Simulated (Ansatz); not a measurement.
## Worked example: C3H6F2 + GeH2(GeH3)Cl → C2H3ClF2 + GeH2(CH3)(GeH3)

Species: C3H6F2 `CC(F)CF`, singlet; GeH2(GeH3)Cl, singlet; C2H3ClF2 `FCC(F)Cl`, singlet; GeH2(CH3)(GeH3), singlet. The partners trade CH3 for Cl: C–CH3 and Ge–Cl bonds give way to C–Cl and Ge–CH3.

Shapes, held fixed at every level: PBE0-D4/def2-TZVP. Flexible molecules stand in one conformer, not always the lowest. Programs: Ansatz 0.2.0. The zero-point and thermal change to 298 K, harmonic and unscaled (PBE0-D4/def2-TZVP), is -4.5 kJ/mol.

At CCSD(T)/def2-TZVPP; 1 Eh = 2625.50 kJ/mol:

| species | energy (Eh) |
| --- | --- |
| C3H6F2 | -317.187558 |
| GeH2(GeH3)Cl | -4613.980521 |
| C2H3ClF2 | -737.070635 |
| GeH2(CH3)(GeH3) | -4194.055639 |

Q: Work out ΔH(298 K) of the reaction at this level.

A: 
1. Products less reactants: (-737.070635) + (-4194.055639) − [(-317.187558) + (-4613.980521)] = 0.041805 Eh = +109.8 kJ/mol.
2. With the thermal change: +109.8 + (-4.5) = +105.3 kJ/mol.

Other levels give +105.3 (MP2/def2-TZVPP) to +119.0 kJ/mol (BHLYP-D4/def2-TZVPP). No measured value is set beside it here. Relativity is left out for Ge. Outer-core shells of Ge are correlated in most correlated rows, in sets that cover them unevenly.
